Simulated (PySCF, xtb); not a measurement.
Ge(H)2(OH)(NH2) (GeH5NO), SMILES [GeH2]([NH2])[OH].

GFN2-xTB run with xtb at its own geometry gives an orbital gap of 8.15 eV and a dipole moment of 0.87 D.

Geometry optimised at B3LYP-D3(BJ)/def2-SVP. Other conformers were not sampled.

What does PBE0/def2-TZVPD (PySCF) give? (The exact figures need the calculation; the answer reports its results.)

gap 7.84 eV (levels -7.78 and 0.06 eV), dipole 0.65 D.
